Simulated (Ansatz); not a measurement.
The first iterations of a band of BH₅InNOS (10 atoms, charge 0, multiplicity 1).

Theory: RKS BHLYP/def2-SVP in Ansatz.

```yaml
movable_images: 5
climbing_image: yes
spring: 0.1 eV/Å²
optimiser: quadratic models (default)
start_path: through a guess of the saddle point
force_threshold: 0.05 eV/Å
iteration_limit: 60
end_points: relaxed
```

First end point:

```xyz
10
Properties=species:S:1:pos:R:3
N 0.798 1.250 1.567
In 0.557 0.115 -0.081
O 1.871 0.823 -1.413
B -0.954 -1.515 -0.455
S -2.709 -1.318 -0.526
H 1.588 1.870 1.643
H 0.451 1.002 2.478
H 1.865 0.425 -2.279
H -0.617 -2.649 -0.635
H -2.851 -0.003 -0.299
```

Last end point:

```xyz
10
Properties=species:S:1:pos:R:3
N 0.953 1.414 1.661
In 0.770 0.247 0.016
O 1.864 1.127 -1.411
B -0.311 -1.681 -0.202
S -1.961 -1.593 -0.835
H 1.701 2.090 1.676
H 0.802 1.051 2.588
H 1.902 0.681 -2.253
H -2.734 -2.665 -0.563
H -2.985 -0.670 -0.676
```

| iteration | highest image above the first end (eV) | largest band force component (eV/Å) |
| --- | --- | --- |
| 1 | 7.916 | 8.383 |
| 2 | 6.463 | 3.888 |
| 3 | 5.684 | 1.631 |
| 4 | 5.295 | 1.327 |
| 5 | 4.929 | 1.366 |
| 6 | 4.765 | 1.372 |
| 7 | 4.600 | 0.905 |

**Question.** Does the band converge within its limit, and where does its top end?

**Answer.** The forces met the threshold. It ended after 23 iterations with the highest image 4.938 eV above the first end. Neighbouring images differ by up to 3.5 eV, so the band resolves the path poorly. Another band between the same ends (5 images) ends at a top of the same energy, where a vibrational analysis finds 1 clearly imaginary mode. The orbitals stay closed-shell, which can raise the energy where a bond breaks towards radicals; this wasn't checked here.

Time of the run: 5.8 min on 2 threads of Arm Neoverse V2, on a shared host, peak memory 0.27 GiB.
